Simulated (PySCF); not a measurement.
**`FB(F)[C@@H]1CC[C@@H]1F`, C₄H₆BF₃**

Geometry:
```json
{"atom": "F1", "x (Å)": "2.997", "y (Å)": "0.344", "z (Å)": "0.304"}
{"atom": "B2", "x (Å)": "1.865", "y (Å)": "0.023", "z (Å)": "-0.282"}
{"atom": "F3", "x (Å)": "1.934", "y (Å)": "-0.043", "z (Å)": "-1.593"}
{"atom": "C4", "x (Å)": "0.542", "y (Å)": "-0.298", "z (Å)": "0.531"}
{"atom": "C5", "x (Å)": "-0.552", "y (Å)": "-1.075", "z (Å)": "-0.244"}
{"atom": "C6", "x (Å)": "-1.360", "y (Å)": "0.222", "z (Å)": "-0.406"}
{"atom": "C7", "x (Å)": "-0.450", "y (Å)": "0.892", "z (Å)": "0.624"}
{"atom": "F8", "x (Å)": "0.053", "y (Å)": "2.115", "z (Å)": "0.254"}
{"atom": "H9", "x (Å)": "0.790", "y (Å)": "-0.710", "z (Å)": "1.510"}
{"atom": "H10", "x (Å)": "-0.225", "y (Å)": "-1.542", "z (Å)": "-1.169"}
{"atom": "H11", "x (Å)": "-1.054", "y (Å)": "-1.814", "z (Å)": "0.376"}
{"atom": "H12", "x (Å)": "-1.235", "y (Å)": "0.673", "z (Å)": "-1.388"}
{"atom": "H13", "x (Å)": "-2.417", "y (Å)": "0.181", "z (Å)": "-0.155"}
{"atom": "H14", "x (Å)": "-0.888", "y (Å)": "1.031", "z (Å)": "1.615"}
```

Theory: TDDFT LC-wPBE/def2-SVPD circular dichroism and optical rotation, one conformer, gas phase (PySCF). Geometry: GFN2-xTB.

The molecule is flexible and this is one conformer; a measurement averages over conformers.

**Question.** What are the CIP labels of the stereocentres?

**Answer.** C4 R, C7 S.

**Question.** List the lowest 8 singlet excitations with oscillator and rotatory strengths.

**Answer.** Rotatory strengths R in 10⁻⁴⁰ esu² cm², velocity form and length form (origin at the centre of mass); f in length form.
| state | E (eV) | λ (nm) | f | R (velocity) | R (length) | main |
| --- | --- | --- | --- | --- | --- | --- |
| 1 | 8.17 | 152 | 0.025 | -2.8 | -2.0 | HOMO→LUMO+1 0.47, HOMO→LUMO 0.17 |
| 2 | 8.50 | 146 | 0.006 | -6.4 | -6.5 | HOMO−1→LUMO+1 0.63, HOMO−1→LUMO 0.15 |
| 3 | 8.79 | 141 | 0.027 | +17.5 | +16.9 | HOMO−2→LUMO+1 0.40, HOMO→LUMO+1 0.16 |
| 4 | 9.28 | 134 | 0.026 | 0.0 | -0.4 | HOMO→LUMO 0.39, HOMO→LUMO+2 0.23 |
| 5 | 9.34 | 133 | 0.017 | +25.4 | +26.0 | HOMO−1→LUMO 0.29, HOMO−1→LUMO+2 0.18 |
| 6 | 9.62 | 129 | 0.037 | +11.7 | +12.0 | HOMO−3→LUMO+1 0.27, HOMO−1→LUMO+2 0.13 |
| 7 | 9.75 | 127 | 0.001 | +7.1 | +6.4 | HOMO→LUMO+3 0.29, HOMO→LUMO+4 0.13 |
| 8 | 9.87 | 126 | 0.004 | +23.3 | +21.1 | HOMO→LUMO+2 0.19, HOMO−1→LUMO+3 0.19 |

Among the states computed, the strongest CD band (largest |R|) is state 5. The largest dissymmetry factor in size, g = 4R/(D+G), with D and G the electric and magnetic dipole strengths, is +0.093 for state 8 (velocity form, f = 0.004), among bands with |R| over 0.5. The mirror image has the same energies and oscillator strengths and all R with the opposite sign.
